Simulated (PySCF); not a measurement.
## Pd⁺: excitation energy

Pd⁺ [Kr] 4d9 (2D) → Pd⁺ [Kr] 4d8 5p1 (high-spin determinant), as a difference of total energies. Computed with PySCF 2.14 in def2-QZVPPD with the def2 core potential (28 electrons) (7s5p4d4f2g, 88 functions), with scalar relativity through the core potential. Correlated levels: valence: 4s2 4p6 frozen; valence and next inner shell: nothing frozen outside the core potential. The calculations carry no spin-orbit coupling.

```
                                method  excitation energy (cm⁻¹)
                                   UHF                     58575
                                   LDA                     69670
                                   PBE                     67115
                                  PBE0                     66827
                                r2SCAN                     64526
                               r2SCANh                     64697
                               r2SCAN0                     64955
                                   M06                     74675
                               LC-wPBE                     68605
                         MP2 (valence)                     70153
                     SCS-MP2 (valence)                     70386
    MP2 (valence and next inner shell)                     70128
SCS-MP2 (valence and next inner shell)                     69491
```

The determinant of the upper state mixes LS terms, which raises its energy above the lowest term, most at the Hartree-Fock and MP2 levels.
